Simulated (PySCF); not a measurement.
**Ga²⁺: excitation energy**

Ga²⁺ [Ar] 3d10 4s1 (2S) → Ga²⁺ [Ar] 3d9 4s1 4p1 (high-spin determinant), as a difference of total energies. All numbers are calculated (PySCF 2.14, the spin-free X2C one-electron Hamiltonian (Gaussian nucleus), in x2c-TZVPPall with one added diffuse shell each of s, p, d type (7s6p5d1f, 57 functions)). Correlated levels: valence and next inner shell: [Ne] frozen. The calculations carry no spin-orbit coupling.

| method | excitation energy (cm⁻¹) |
| --- | --- |
| UHF | 172470 |
| LDA | 195640 |
| PBE | 191080 |
| PBE0 | 188280 |
| r2SCAN | 187150 |
| r2SCAN0 | 185620 |
| PW91 | 191260 |
| B97-3 | 190570 |
| MP2 (valence and next inner shell) | 188650 |

Task: Estimate what wB97X gives.

Result: 191040 cm⁻¹, closest to PBE among the rows shown.

Task: Estimate what SCS-MP2 (valence and next inner shell) gives.

Result: 187180 cm⁻¹, closest to r2SCAN among the rows shown.

A first-order spin-orbit estimate (lowest level to lowest level, LS coupling) adds -0.092 eV.

The determinant of the upper state mixes LS terms, which raises its energy above the lowest term, most at the Hartree-Fock and MP2 levels.
